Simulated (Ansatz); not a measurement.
## A barrier at the coupled-cluster level

Start structure (CH$_{4}$BBr, closed shell), relaxed at PBE0-D4/def2-TZVP:

```
7
angstrom
B 0.5064 -0.2402 0.5954
Br 2.1018 -1.1502 0.0642
C -0.5281 0.2619 -0.4380
H -0.6682 1.3423 -0.3068
H 0.3765 -0.0938 1.7718
H -1.5065 -0.1781 -0.2073
H -0.2819 0.0582 -1.4796
```

The step: CH₄BBr ([CH3][BH][Br]) → CH₃B ([BH][CH2]) + HBr; bonds formed: Br2–H4; bonds broken: B1–Br2, C3–H4. Computed with Ansatz 0.2.0 (basis: def2-TZVPP and def2-QZVPP); correlated methods freeze the cores. Filled d shells of the heavier atoms are correlated. The def2 sets are not built for correlating such inner shells, so the correlated values are less sure here. Extrapolation: Hartree–Fock as exp(−7.88 √X), correlation as X^−2.97. Energies below are by CCSD(T) at an estimated basis limit (MP2 extrapolated from triple and quadruple zeta, plus CCSD(T) − MP2 in triple zeta).

What are the electronic barrier and the energy of the step, from the start structure to the end structure? (Judge from chemistry; the value comes from the calculation.)

The calculation gives: Barrier 295.1 kJ/mol; step energy 278.2 kJ/mol (uphill); reverse barrier, their difference, 17.0 kJ/mol. Barrier and step energy count from the start structure, the reverse barrier from the end structure.

The saddle point: One imaginary mode of 179i cm⁻¹.
| pair | start (Å) | saddle (Å) | end (Å) |
| --- | --- | --- | --- |
| Br2–H4 | 3.74 | 1.49 | 1.45 |
| B1–Br2 | 1.91 | 2.62 | 3.89 |
| C3–H4 | 1.10 | 2.10 | 2.14 |

Zero-point energy (harmonic, PBE0-D4): ZPE is 129.3 kJ/mol at the start and 110.8 kJ/mol at the saddle, so the barrier goes from 295.1 to 276.7 kJ/mol.

T1 diagnostic: at most 0.011.

Labels in which every atom is bracketed show which atoms are joined, not bond orders.

For scale, one of the runs: CCSD(T)/def2-TZVPP, 166 basis functions, launched by `ansatz run in.yaml --threads 2 --pin off --events-out ev --progress --plain --max-ram 4352MiB`. Time: 20 s of wall clock on 2 CPU threads of an Intel Xeon 6975P-C; the host was shared. Peak host memory: 1.5 GiB.
